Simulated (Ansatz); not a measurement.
System: C₃H₂FN, charge 0, singlet. C3H2FN ((E)-3-fluoroprop-2-enenitrile, SMILES C(=C\C#N)/F).
B3LYP-D3(BJ)/def2-TZVP minimum from Ansatz (a program for electronic structure):
```
C
C 1 1.3288
F 2 1.3310 1 121.05
H 2 1.0820 1 125.68 3 -180.00
H 1 1.0826 2 120.60 4 180.00
C 1 1.4187 5 118.35 2 180.00
N 6 1.1526 5 152.70 1 180.00
```
Charge 0, spin multiplicity 1.

Atomisation energy term by term, kcal/mol (programs: Ansatz). UHF or UKS for unpaired electrons; spin-orbit terms are left out. Correlated methods leave the cores frozen. Rows without X2C or -DK are non-relativistic. CBS(X,Y): correlation extrapolated as X^-3, Hartree-Fock from the larger set. A bracket is a step between two methods taken in the basis named. '+ core + X2C': CCSD(T) terms for core correlation (cc-pwCVTZ) and scalar relativity (cc-pVTZ-DK). Where a partner has so few electrons that a lower coupled-cluster level is exact, that level stands in. The restricted determinant of C3H2FN (N#C/C=C/F, singlet) is unstable towards broken spin symmetry in at least one set run.

```json
[
 {"term": "Hartree-Fock", "basis": "cc-pVQZ", "kcal/mol": "524.02"},
 {"term": "CCSD correlation", "basis": "CBS(cc-pVTZ,cc-pVQZ)", "kcal/mol": "221.72"},
 {"term": "(T)", "basis": "CBS(cc-pVTZ,cc-pVQZ)", "kcal/mol": "20.79"},
 {"term": "CCSDT(Q) - CCSD(T)", "basis": "cc-pVDZ", "kcal/mol": "1.31"},
 {"term": "core correlation", "basis": "cc-pwCVTZ", "kcal/mol": "4.09"},
 {"term": "scalar relativity", "basis": "X2C, cc-pVTZ-DK", "kcal/mol": "-0.74"},
 {"term": "sum: De", "basis": "", "kcal/mol": "771.2"}
]
```
